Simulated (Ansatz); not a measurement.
Consider the ligand exchange at the Si–C bond: `[SiH3]/C=C\[SiH2]Cl` + `[NH2][AlH2]` → `[AlH2][NH][SiH2]Cl` + `C=C[SiH3]`.

Program: Ansatz. Geometries: PBE0-D4/def2-TZVP. ΔE: electronic, gas phase. CBS: MP2 limit from def2 TZ/QZ plus the TZ coupled-cluster correction, frozen cores. This one scheme is used for every species. Functionals use def2-TZVPP. B3LYP here is the variant with VWN-RPA as its local correlation; programs differ in this. Each species was taken in one conformer, which may not be the lowest.

```tsv
level	ΔE (kJ/mol)	difference from CCSD(T)/CBS
r2SCAN-D4	-73.8	2.1
PBE0-D4	-70.2	5.7
B2PLYP	-79.1	-3.2
r2SCAN	-75.0	0.9
PBE0	-73.7	2.2
B3LYP	-78.6	-2.7
HF/def2-TZVPP	-92.5	-16.6
SCS-MP2/def2-TZVPP	-79.8	-3.9
CCSD/def2-TZVPP	-79.7	-3.8
CCSD(T)/def2-TZVPP	-77.4	-1.5
HF/def2-QZVPP	-93.3	-17.4
MP2/def2-QZVPP	-77.3	-1.4
SCS-MP2/def2-QZVPP	-79.3	-3.4
HF/CBS(def2)	-93.4	-17.5
MP2/CBS(def2)	-76.4	-0.5
CCSD/CBS(def2)	-78.2	-2.3
CCSD(T)/CBS	-75.9	0
```

Largest T1 diagnostic among the species: 0.011.

The D4 term adds +6.0 kJ/mol with B3LYP and +3.5 kJ/mol with PBE0; it sums over pairs of atoms, weighted by their polarisabilities, and B3LYP, whose exchange is more repulsive, gets the larger term. In def2-TZVPP, CCSD(T) changes the Hartree–Fock value by +15.2 kJ/mol (the triples alone add +2.3 kJ/mol) and MP2 by +14.6 kJ/mol.
